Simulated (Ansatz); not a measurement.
C$_{2}$H$_{7}$AlSi. Total charge 0; spin multiplicity 1. The bonds changed during the relaxation, so this is another structure than the one it started from.

Z-matrix (Å, degrees):
```
Si
Al 1 2.551
C 1 1.799 2 50.6
H 1 1.482 2 115.0 3 -105.4
H 1 1.492 2 128.3 3 106.4
H 1 1.613 2 46.5 3 163.9
C 2 1.931 1 75.5 3 -41.2
H 2 1.570 1 131.0 3 131.4
H 3 1.084 1 122.5 2 -140.0
H 7 1.090 2 114.2 1 145.9
H 7 1.089 2 126.3 1 -70.4
```

Task: Give the diagnostics of a CCSD(T)/def2-TZVPP run (frozen core, Ansatz). (Estimate.)

Result: The calculation gave: T1 = 0.0127, largest single amplitude 0.022, largest double 0.018, (T) share of the correlation energy 4.2 %, 10 CCSD cycles. The RHF solution is stable towards an unrestricted one. T1 lies under the customary mark of 0.02 for closed shells.
